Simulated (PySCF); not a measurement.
From one molecule to another.

First species: H₆OSSi₂.
InChI=1S/H6OSSi2/c1-4-2-3/h1H,4H2,3H3

Second species: C9H6N2.
SMILES: `Cc1cc(C#N)ccc1C#N`

Levels: CAM-B3LYP/def2-SVPD for dipole moment, HOMO energy, LUMO energy, HOMO–LUMO gap, static isotropic polarisability and electronic spatial extent ⟨r²⟩ about the centre of nuclear charge; TDDFT CAM-B3LYP/def2-SVPD for lowest singlet excitation; PBE0-D3(BJ)/def2-SVP for rotational constant A and rotational constant C. Geometries: PBE0-D3(BJ)/def2-SVP. Each species is one conformer at its optimised geometry, gas phase, non-relativistic unless stated. Electronic properties by PySCF.

The conformers computed, where there is a choice (atom-mapped SMILES and torsion angles):
- `[OH:1][SiH2:2][S:3][SiH3:4]`: O1–Si2–S3–Si4 179°, H–O1–Si2–S3 1°

Question: Which has the higher HOMO energy?

Answer: The first: -8.83 eV against -9.29 eV, a difference of 0.46 eV.

Question: Which of the two has the higher rotational constant C, and by how much?

Answer: The first: 1.417 GHz against 0.550 GHz, a difference of 0.867 GHz.

Question: Which of the two has the higher LUMO energy, and by how much?

Answer: The first: 0.36 eV against -1.65 eV, a difference of 2.01 eV.

Question: Which of the two has the higher S1 energy, and by how much?

Answer: The first: 5.92 eV against 4.85 eV, a difference of 1.07 eV.

Question: Which has the higher dipole moment?

Answer: The first: 0.85 D against 0.74 D, a difference of 0.11 D.

Question: Which has the higher HOMO–LUMO gap?

Answer: The first: 9.19 eV against 7.64 eV, a difference of 1.55 eV.

Question: Which has the higher rotational constant A?

Answer: The first: 9.140 GHz against 2.882 GHz, a difference of 6.258 GHz.

Question: Which has the higher ⟨r²⟩?

Answer: The second: 1896 bohr² against 835 bohr², a difference of 1061 bohr².

On the first: The polarisability is 11.78 Å³ as a volume (1 au = 0.148185 Å³), or 1.37 au for each of the 58 electrons.

On the second: No computed singlet falls in the visible range (750 to 380 nm, 1.65 to 3.26 eV); S1 lies 1.59 eV above its blue end.
